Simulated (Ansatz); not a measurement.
C3H8B2S, relaxed with RKS PBE0-D4/def2-TZVP in Ansatz from a PBE-D4/def2-SVP geometry. The force threshold is 0.005 eV/Å; the program also tests the step.

The species carries charge 0 and has multiplicity 1. The bonds changed during the relaxation, so this is another structure than the one it started from.

Start:

```xyz
14

B    -1.280    0.818   -0.489
C    -1.480    0.134    1.249
C    -0.170    0.337    0.845
S     0.291    1.890    0.128
B     1.219   -0.180    0.395
C     1.578   -0.968   -0.920
H    -2.242    1.557   -0.507
H    -1.099    0.049   -1.403
H    -2.081    0.937    1.698
H    -1.829   -0.902    1.403
H     2.045   -0.060    1.289
H     1.604   -2.051   -0.657
H     0.850   -0.846   -1.744
H     2.594   -0.717   -1.285
```

```tsv
step	energy (eV)	largest force (eV/Å)	largest move (Å)
1	-15420.9928	0.603	0.000
2	-15421.0498	0.317	0.036
3	-15421.0577	0.085	0.017
4	-15421.0585	0.110	0.054
5	-15421.0604	0.061	0.032
6	-15421.0605	0.049	0.004
7	-15421.0606	0.063	0.008
8	-15421.0608	0.016	0.004
9	-15421.0608	0.022	0.005
10	-15421.0608	0.005	0.002
```

End:

```xyz
14

B    -1.257    0.837   -0.518
C    -1.453    0.124    1.265
C    -0.176    0.335    0.842
S     0.282    1.868    0.127
B     1.204   -0.184    0.398
C     1.560   -0.962   -0.912
H    -2.230    1.524   -0.503
H    -1.075    0.066   -1.402
H    -2.069    0.923    1.656
H    -1.790   -0.894    1.430
H     2.016   -0.059    1.275
H     1.574   -2.033   -0.665
H     0.850   -0.827   -1.728
H     2.564   -0.718   -1.265
```

Run time 57 s (4 threads of an Arm Neoverse V1 on a shared host); peak host memory 0.76 GiB.
